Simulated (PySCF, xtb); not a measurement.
Si(F)(OH)2(SMe) (CH5FO2SSi), SMILES O[Si](SC)(O)F.

xtb 6.7.1 with GFN2-xTB at its own geometry gives an orbital gap of 4.62 eV and a dipole moment of 1.66 D.

Coordinates come from a B3LYP-D3(BJ)/def2-SVP optimisation. Other conformers were not sampled.

Question: What does PySCF with r2SCAN/def2-TZVP give? (An estimate is asked for; the answer gives what the named calculation found.)

Answer: gap 5.83 eV (levels -6.27 and -0.43 eV), dipole 0.97 D.
